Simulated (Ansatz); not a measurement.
`CN([SiH2]O)[SiH2]Cl` + `CO[SiH2]N` → `CO[SiH2]N[SiH2]Cl` + `CN[SiH2]O`  (ligand exchange at the Si–N bond)

Calculated with Ansatz (gas phase, PBE0-D4/def2-TZVP geometries, no zero-point term in ΔE). CCSD(T)/CBS is the MP2 limit (def2-TZVPP, def2-QZVPP) plus CCSD(T) − MP2 in def2-TZVPP, frozen cores. This one scheme is used for every species. Functionals use def2-TZVPP. B3LYP here is the variant with VWN-RPA as its local correlation; programs differ in this. Each species was taken in one conformer, which may not be the lowest.

| level | ΔE (kcal/mol) | difference from CCSD(T)/CBS |
| --- | --- | --- |
| r2SCAN-D4 | -1.4 | 0.1 |
| PBE0-D4 | -1.6 | -0.1 |
| B3LYP-D4 | -1.7 | -0.2 |
| ωB97M-V | -1.4 | 0.1 |
| B2PLYP | -2.2 | -0.7 |
| PBE | -2.2 | -0.7 |
| r2SCAN | -1.5 | 0.0 |
| PBE0 | -2.2 | -0.7 |
| B3LYP | -2.8 | -1.3 |
| HF/def2-TZVPP | -3.2 | -1.7 |
| MP2/def2-TZVPP | -1.2 | 0.3 |
| SCS-MP2/def2-TZVPP | -1.6 | -0.1 |
| CCSD(T)/def2-TZVPP | -1.5 | 0.0 |
| MP2/def2-QZVPP | -1.2 | 0.3 |
| HF/CBS(def2) | -3.2 | -1.7 |
| MP2/CBS(def2) | -1.1 | 0.4 |
| CCSD(T)/CBS | -1.5 | 0 |

Largest T1 diagnostic among the species: 0.011.

The D4 term adds +1.1 kcal/mol with B3LYP and +0.5 kcal/mol with PBE0; it sums over pairs of atoms, weighted by their polarisabilities, and B3LYP, whose exchange is more repulsive, gets the larger term. In def2-TZVPP, CCSD(T) changes the Hartree–Fock value by +1.7 kcal/mol (the triples alone add +0.3 kcal/mol) and MP2 by +2.0 kcal/mol.
